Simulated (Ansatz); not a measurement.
A structure relaxed at PBE-D4/def2-SVP in Ansatz, charge 0, singlet:

Cartesian coordinates in Å:
```
Si -2.017 0.478 2.478
Si 1.170 0.523 2.970
Si 0.367 -1.426 -2.264
Si 0.297 0.978 -2.052
Si -0.018 0.122 0.134
O -1.517 0.301 0.844
O 1.192 0.342 1.261
O 0.113 -1.412 -0.574
O 0.510 -2.692 -3.142
O -0.509 0.528 3.274
O 0.411 2.257 -2.929
```

Task: Give its formula and point group.

Result: Si5O6 (the lowest singlet isomer of a short search). Point group Cs (tolerance 0.1 Å).

Task: Summarise the bond lengths by kind (pairs closer than 1.2 times the sum of covalent radii, bridged metal pairs left out).

Result: 10 × O–Si 1.55 to 1.72 Å; 2 × Si–Si 2.37 to 2.41 Å.

The structure comes from a short search, and lower isomers may exist.
